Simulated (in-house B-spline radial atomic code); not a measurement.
Values are calculated unless marked as measured or tabulated.
# From levels and matrix elements to observables: Xe LII (Xe51+)

One electron outside the 1s2 core, from an all-electron radial atomic-structure program (B-spline basis): Brueckner orbitals with a screened correlation potential on Dirac-Hartree-Fock, Breit and QED terms for the lowest states, dipole elements in length form with static core polarisation. The core's own polarisability, by RPA, is 9.184e-07 bohr³.

| state | removal energy (cm⁻¹) | size of the reduced dipole element to 2s1/2 (a.u.) |
| --- | --- | --- |
| 2s1/2 | 79125355 | - |
| 3s1/2 | 34620667 | - |
| 2p1/2 | 78158747 | 0.07589 |
| 2p3/2 | 75155593 | 0.1115 |
| 3p1/2 | 34354824 | 0.04459 |
| 3p3/2 | 33462248 | 0.05686 |

Use R = 109737.3 cm⁻¹, 1 hartree = 219474.6 cm⁻¹, c = 137.036 and 1 a.u. of rate = 4.1341e16 s⁻¹.

(1) Find the quantum defects of the two s states and predict 4s1/2.

(2) What are the wavelength, oscillator strength and rate of 2s1/2–2p3/2?

Results:

(1) With n* = 52 √(R/E): 2s1/2 has n* = 1.9365, δ = 0.0635; 3s1/2 has n* = 2.9276, δ = 0.0724. Ritz's form δ = δ0 + b/n*² gives b = -0.059, δ0 = 0.0793, so with n* ≈ 4 − 0.0724, δ = 0.0755 and E = R × 52²/(4 − 0.0755)² = 19265790 cm⁻¹. The program finds 19291736 cm⁻¹. In so highly charged an ion δ holds relativistic, Breit and QED shifts that Ritz's form doesn't follow, and the higher level lacks the last two.

(2) ΔE = 3969762 cm⁻¹ = 18.08757 hartree, λ = 2.519 nm in vacuum. f = (2/3) ΔE D²/(2j + 1 of the lower state) = (2/3) × 18.08757 × 0.1115²/2 = 0.0750. A = (4/3) ΔE³ D²/(c³ (2j' + 1)) = 9.5294e-06 a.u. = 3.940e+11 s⁻¹, a partial lifetime of 0.002538 ns.
